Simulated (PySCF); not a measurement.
A structure optimised at PBE-D3(BJ)/def2-SVP, used in a PySCF frequency run:

```xyz
8

Se    -0.1688     0.7442     0.5849
O     -1.8860     0.1615     0.4876
H     -2.1397     0.2231    -0.4569
O      0.7706    -0.8004     0.2458
Si     0.9775    -1.1775    -1.4044
H     -0.3549    -1.2211    -2.1081
H      1.6132    -2.5362    -1.4334
H      1.8591    -0.1723    -2.0933
```

Q: Write its SMILES and formula.

A: O[Se]O[SiH3], H₄O₂SeSi

Q: What are its rotational constants (standard atomic weights)?

A: 7.9284, 1.9845, 1.7446 GHz
